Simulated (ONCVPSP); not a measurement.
**What one change does to a pseudopotential (gold, ONCV)**

| Property | Result |
| --- | --- |
| Element | gold |
| Generator | ONCVPSP 4.0.1 |
| Type | optimised norm-conserving Vanderbilt (ONCV) |
| Functional | LDA (Perdew-Zunger) |
| Relativity | scalar-relativistic |
| Frozen core | [Kr] 4d10 4f14 |
| Valence charge | 19 |
| Reference configuration | 5s2 5p6 5d10 (charge +1) |
| Partial waves | 5s: rc 1.10 bohr, ncon 4, nbas 7, qcut 4.8 1/bohr, 2 projectors, debl 0.7 Ha; 5p: rc 1.75 bohr, ncon 3, nbas 6, qcut 6.2 1/bohr, 2 projectors, debl 1.9 Ha; 5d: rc 1.60 bohr, ncon 4, nbas 7, qcut 6 1/bohr, 2 projectors, debl 3.3 Ha |
| Local potential | polynomial inside 0.70 bohr (lpopt 2, dvloc0 4 Ha) |
| Core correction | Teter function, parameters optimised by the program |

In the s channel the program set the typed energies aside and used -4.312, 0.250 Ha. In the p channel the program set the typed energies aside and used -2.524, 0.250 Ha.

Change: p: rc 1.3.

Cutoffs: the cutoffs (Ha) at which the residual kinetic energy of the hardest occupied pseudo-wave falls to 1 and 0.1 mHa per electron; they do not see the model core or the augmentation charge, which bear on the density cutoff. Errors are all-electron minus pseudo energies relative to the spin-unpolarised reference configuration.

Q: How do hardness, ghosts and transferability respond?

A: The potential gets neither clearly harder nor softer (106 Ha and 147 Ha → 106 Ha and 147 Ha); the s channel sets the loose cutoff, while the largest relative change is in p, which becomes harder; the errors of the 4 common tests hardly move; neither file shows a bound ghost.

| quantity | base | changed |
| --- | --- | --- |
| cutoff, loose | 106 Ha | 106 Ha |
| cutoff, tight | 147 Ha | 147 Ha |
| loose cutoff by channel | s 106 Ha, p 15 Ha, d 21 Ha | s 106 Ha, p 41 Ha, d 21 Ha |
| bound ghosts | none | none |
| GHOST(+) flags under 300 eV | p at 206.2 eV, s at 218.7 eV | s at 218.7 eV, p at 286.5 eV |
| error for 5s2 5p6 5d10 6s1, meV [ΔE -9.77 eV] | +2.0 | +2.0 |
| error for 5s2 5p6 5d9, meV [ΔE 21.50 eV] | -3.8 | -3.9 |
| error for 5s2 5p6 5d8, meV [ΔE 55.67 eV] | -14 | -15 |
| error for 5s2 5p6 5d10 6s0.5, meV [ΔE -5.83 eV] | +1.5 | +1.5 |
| s: phases at 1.11 bohr within 0.05 rad from the reference energy up to (Ha; the scan ends near 5) | to the end of the scan | to the end of the scan |
| d: phases at 1.62 bohr within 0.05 rad from the reference energy up to (Ha; the scan ends near 5) | to the end of the scan | to the end of the scan |
| rms error of d²Exc/dni dnj with the model core, mHa | 0.34 | 0.27 |
